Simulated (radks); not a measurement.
Results of a calculation; reference values are marked as such.
The copper ion Cu+, 28 electrons, occupied as [Ar] 3d8 4s1 4p1 (not the ground configuration). Code: a radial shooting solver on a logarithmic mesh with Libxc functionals. Model: scalar-relativistic Kohn-Sham, LDA (Slater exchange, Perdew-Wang correlation), spin-polarised, spherical densities, point nucleus; open shells are filled with parallel spins first. Some entries of the table are withheld. Estimate them.

orbital,occ.,eigenvalue (eV),<r^2> (bohr^2),<1/r> (bohr^-1)
1s up,1,-8856.878,0.003667,29.11
1s down,1,-8856.757,0.003667,29.11
2s up,1,-1085.700,0.06558,6.312
2s down,1,-1084.313,0.06549,6.317
2p up,3,-941.4631,0.05245,6.202
2p down,3,-940.3687,0.05236,6.206
3s up,1,-138.6169,0.5763,2.015
3s down,1,-136.1320,0.5779,2.011
3p up,3,-96.1893,0.6418,1.871
3p down,3,-93.7312,0.6438,1.867
3d up,5,(1),0.9951,1.513
3d down,3,(2),1.002,1.509
4s up,1,-17.4818,5.929,0.5732
4s down,0,-15.1543,6.242,0.5634
4p up,1,-10.5418,9.116,0.4578
4p down,0,-8.5472,10.48,0.4318

Answer. 
(1) 3d up eigenvalue (eV): -27.9851
(2) 3d down eigenvalue (eV): -25.4954
